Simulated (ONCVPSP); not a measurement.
An all-electron radial function and its pseudo partner (iron (Fe))

Columns: radius, all-electron u(r) and pseudo u(r) of the 3p shell (level -60.04 eV) of iron in the configuration [Ne] 3s2 3p6 3d6 4s2; PBE, scalar-relativistic, ONCV scheme, ONCVPSP 4.0.1.

| r (bohr) | all-electron | pseudo |
| --- | --- | --- |
| 0.085 | -0.4737 | 0.0354 |
| 0.170 | -0.5752 | 0.1416 |
| 0.255 | -0.2329 | 0.3138 |
| 0.340 | 0.2330 | 0.5330 |
| 0.425 | 0.6401 | 0.7636 |
| 0.510 | 0.9275 | 0.9634 |
| 0.595 | 1.0934 | 1.0995 |
| 0.680 | 1.1598 | 1.1603 |
| 0.765 | 1.1541 | 1.1543 |
| 0.850 | 1.1018 | 1.1017 |
| 0.935 | 1.0219 | 1.0218 |
| 1.020 | 0.9285 | 0.9283 |
| 1.105 | 0.8308 | 0.8307 |
| 1.190 | 0.7349 | 0.7348 |
| 1.275 | 0.6442 | 0.6441 |
| 1.360 | 0.5608 | 0.5607 |
| 1.445 | 0.4855 | 0.4854 |
| 1.530 | 0.4184 | 0.4184 |
| 1.615 | 0.3593 | 0.3592 |
| 1.700 | 0.3076 | 0.3075 |
| 1.785 | 0.2627 | 0.2626 |
| 1.870 | 0.2239 | 0.2238 |
| 1.955 | 0.1905 | 0.1904 |
| 2.040 | 0.1618 | 0.1618 |
| 2.125 | 0.1373 | 0.1373 |
| 2.210 | 0.1164 | 0.1163 |

Task: How many radial nodes do the two functions have?

Result: The all-electron 3p function has n − l − 1 = 1; the pseudo-wave has 0, since the states of the same l below it are removed with the core.

Task: At about which radius was the pseudo-wave matched?

Result: 1.00 bohr. The columns agree to 0.0005 from 0.77 bohr on; several derivatives are matched, so the curves merge somewhat inside the radius.

Task: Is the pseudo-wave norm-conserving?

Result: Yes: the ONCV scheme keeps the norm inside the radius equal to the all-electron one, which fixes the energy derivative of the logarithmic derivative at the level.
